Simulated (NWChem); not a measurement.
System: GeH2ClF; SMILES [F][GeH2][Cl]

All runs: NWChem. The level has its own optimisation; frequencies are unscaled.

### Question
What does the run give for B3LYP/3-21G? Quantities: r F–Ge (Å); r Cl–Ge (Å); r Ge–H (Å); highest harmonic frequency (cm⁻¹); lowest (cm⁻¹); zero-point energy (kcal/mol); dipole (D).

### Answer
The r F–Ge (Å) comes out as 1.705, the r Cl–Ge (Å) comes out as 2.231 and the r Ge–H (Å) is 1.531. The highest harmonic frequency (cm⁻¹) is 2120, the lowest (cm⁻¹) comes out as 191 and the zero-point energy (kcal/mol) comes out as 12.2. The dipole (D) is 3.11.
